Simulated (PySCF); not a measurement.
Gas-phase reaction: In2O + 6 Cl = 2 InCl3 + O

Method: PySCF energies (xtb for GFN2) plus ideal-gas RRHO corrections (1 bar). † marks an energy on the PBE0/def2-TZVP geometry and frequencies; other levels use their own. MP2 freezes the core. Open shells (unrestricted): Cl (multiplicity 2, electronic degeneracy 6), O (multiplicity 3, electronic degeneracy 9); the rest are closed-shell singlets. GFN2 has no spin-polarisation term. Spin-orbit splitting is ignored; it lowers the true energy and changes the entropy of Cl, O. B3LYP is the form with VWN-RPA correlation. In: scalar-relativistic def2 core potential, no spin-orbit coupling. MP2 isn't extrapolated to the basis-set limit; its ΔH°(298 K) is -1153.2 kJ in def2-SVP and -1196.1 kJ in def2-TZVPP. The harmonic model lacks anharmonicity and excited electronic states, which grow with temperature; levels with a mode under 35 cm⁻¹ are left out. Soft modes under 120 cm⁻¹ make the harmonic entropy rough for In2O, InCl3.

```json
[
 {"level": "B3LYP/def2-TZVP†", "ΔE electronic, kJ": "-1093", "ΔH°(298 K), kJ": "-1091", "ΔS°(298 K), J/K": "-471", "ΔG°(2500 K), kJ": "92"},
 {"level": "BLYP/def2-TZVP†", "ΔE electronic, kJ": "-1034", "ΔH°(298 K), kJ": "-1032", "ΔS°(298 K), J/K": "-471", "ΔG°(2500 K), kJ": "151"},
 {"level": "GFN2-xTB", "ΔE electronic, kJ": "-774", "ΔH°(298 K), kJ": "-772", "ΔS°(298 K), J/K": "-447", "ΔG°(2500 K), kJ": "348"},
 {"level": "MP2/def2-SVP†", "ΔE electronic, kJ": "-1155", "ΔH°(298 K), kJ": "-1153", "ΔS°(298 K), J/K": "-471", "ΔG°(2500 K), kJ": "30"},
 {"level": "MP2/def2-TZVPP†", "ΔE electronic, kJ": "-1198", "ΔH°(298 K), kJ": "-1196", "ΔS°(298 K), J/K": "-471", "ΔG°(2500 K), kJ": "-13"},
 {"level": "PBE0/def2-QZVP†", "ΔE electronic, kJ": "-1212", "ΔH°(298 K), kJ": "-1210", "ΔS°(298 K), J/K": "-471", "ΔG°(2500 K), kJ": "-27"},
 {"level": "r2SCAN/def2-TZVP†", "ΔE electronic, kJ": "-1228", "ΔH°(298 K), kJ": "-1227", "ΔS°(298 K), J/K": "-471", "ΔG°(2500 K), kJ": "-43"},
 {"level": "LDA/def2-TZVP†", "ΔE electronic, kJ": "-1347", "ΔH°(298 K), kJ": "-1345", "ΔS°(298 K), J/K": "-471", "ΔG°(2500 K), kJ": "-162"},
 {"level": "ωB97M-V/def2-TZVP†", "ΔE electronic, kJ": "-1234", "ΔH°(298 K), kJ": "-1232", "ΔS°(298 K), J/K": "-471", "ΔG°(2500 K), kJ": "-49"},
 {"level": "ωB97X-V/def2-TZVP†", "ΔE electronic, kJ": "-1233", "ΔH°(298 K), kJ": "-1232", "ΔS°(298 K), J/K": "-471", "ΔG°(2500 K), kJ": "-48"}
]
```
ΔH° is lowest at LDA/def2-TZVP† and highest at GFN2-xTB. No reference value is set beside these.
